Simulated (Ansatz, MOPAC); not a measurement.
Species: BNH2F2, net charge 0, singlet state. SMILES: NB(F)F

Atoms: B1, F2, F3, N4, H5, H6. Bonds: B1-F2, B1-F3, B1-N4, N4-H5, N4-H6.

Bond lengths (Å) and angles (degrees) optimised at AM1 with MOPAC; PM3 with MOPAC; MNDO with MOPAC; HF/6-31G* with Ansatz (a program for electronic structure), each started from the B3LYP-D3(BJ)/def2-TZVP structure (Ansatz) of the last column. A row stands for all coordinates that are equal there. 6-31G* holds six Cartesian d functions. No wavenumbers were computed at MNDO, so these may be saddle points.

| coordinate | AM1 | PM3 | MNDO | HF/6-31G* | B3LYP-D3(BJ)/def2-TZVP |
|---|---|---|---|---|---|
| B1-F2 | 1.324 | 1.336 | 1.325 | 1.320 | 1.335 |
| B1-N4 | 1.383 | 1.411 | 1.408 | 1.392 | 1.394 |
| N4-H5 | 0.979 | 0.987 | 0.993 | 0.994 | 1.005 |
| F2-B1-F3 | 111.4 | 112.2 | 116.7 | 117.7 | 117.5 |
| F2-B1-N4 | 124.3 | 123.9 | 121.6 | 121.2 | 121.2 |
| B1-N4-H5 | 119.9 | 122.1 | 122.7 | 122.5 | 122.5 |
| H5-N4-H6 | 120.2 | 115.8 | 114.5 | 115.0 | 115.1 |

Mean signed difference of all 5 bond lengths from B3LYP-D3(BJ)/def2-TZVP: AM1 -0.017 Å, PM3 -0.003 Å, MNDO -0.006 Å, HF/6-31G* -0.011 Å.
